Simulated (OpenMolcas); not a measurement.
Computed levels of 4d2 in ions with 38 electrons, in cm-1 above 3F2.

```json
{
 "Program": "OpenMolcas 26.06",
 "Method": "SS-CASPT2, IPEA 0.25 Eh, imaginary shift 0.1 Eh",
 "Basis": "ANO-R2",
 "Scalar Hamiltonian": "X2C, finite nucleus",
 "Spin-orbit coupling": "state interaction with AMFI integrals over the reference wave functions, term energies averaged over their components"
}
```

Active space for each ion: 2 electrons in 10 orbitals (4d 5d); closed shells correlated by CASPT2: 4s 4p.

```
Level   Mo4+   Ru6+   Rh7+
  3F3   1575   2750   3530
  3F4   3350   5710   7220
  1D2   9960  13190  14860
  3P0  11600  14360  15770
  3P1  12230  15530  17330
  3P2  13670  18330  21010
  1G4  16790  21740  24240
  1S0  38000  48730  53990
```

Estimate 3F4, 1D2, 3P0 for Tc5+ from its neighbours Mo4+ and Ru6+.

3F4 is fine structure, which grows about as the fourth power of a screened charge, so the fourth roots are averaged: ((3350^0.25 + 5710^0.25) / 2)^4 = 4413. The calculation gives 4400, so the estimate is off by +0.3 %.
1D2 is another term, which grows about linearly with the charge: (9960 + 13190) / 2 = 11575. The calculation gives 11530, so the estimate is off by +0.4 %.
3P0 is another term, which grows about linearly with the charge: (11600 + 14360) / 2 = 12980. The calculation gives 12940, so the estimate is off by +0.3 %.

Mixed levels, with the weight of the term that names them: Ru6+ 1D2 (73 %), Rh7+ 1D2 (69 %), Rh7+ 3P2 (72 %).

Term energies are means over components that CASPT2 splits; among the terms shown or strongly mixed into the levels shown the widest spread is 970 cm-1 (4d2 1G, Rh7+). Active for correlation alone: 5d; no level in the range computed is led by a configuration that fills it, so any true level of that kind is missing. Only configurations of the active space appear.
